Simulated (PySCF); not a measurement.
BHandHLYP on Ca⁻ (calcium, charge -1), [Ar] 3d1 4s2, 2D determinant. Computed with PySCF 2.14 in aug-cc-pVTZ-X2C (7s6p4d2f, 59 functions), with scalar relativity by spin-free X2C-1e.

```
cycle= 1 E= -680.434481434034  delta_E= -0.00301  |g|= 0.0114  |ddm|= 0.544
cycle= 2 E= -680.434727874286  delta_E= -0.000246  |g|= 0.00298  |ddm|= 0.0807
cycle= 3 E= -680.434810971815  delta_E= -8.31e-05  |g|= 0.00222  |ddm|= 0.0538
cycle= 4 E= -680.434880458997  delta_E= -6.95e-05  |g|= 0.000799  |ddm|= 0.0663
cycle= 5 E= -680.434893412387  delta_E= -1.3e-05  |g|= 0.000158  |ddm|= 0.0401
cycle= 6 E= -680.434893683616  delta_E= -2.71e-07  |g|= 4.72e-05  |ddm|= 0.00522
cycle= 7 E= -680.434893698577  delta_E= -1.5e-08  |g|= 1.98e-05  |ddm|= 0.000564
cycle= 8 E= -680.43489370248  delta_E= -3.9e-09  |g|= 5.88e-06  |ddm|= 0.000303
cycle= 9 E= -680.434893702798  delta_E= -3.18e-10  |g|= 1.26e-06  |ddm|= 0.000145
converged SCF energy = -680.434893702798  <S^2> = 0.75040901  2S+1 = 2.000409
```

Highest occupied orbital energy: 1.463 eV; ⟨L²⟩ = 6.00; populations by l: s 8.00, p 12.00, d 1.00, f 0.00.

Can this result be used?

With care. The calculation finished and met its thresholds. The configuration of this anion was assumed by filling the next shell in order. It is not the known or likely ground configuration (Ca⁻, Sr⁻ and Ba⁻, for instance, bind a p electron), so these values are not the electron affinity of the element. At BHandHLYP the highest occupied level has a positive energy, so only the finite basis holds that electron.
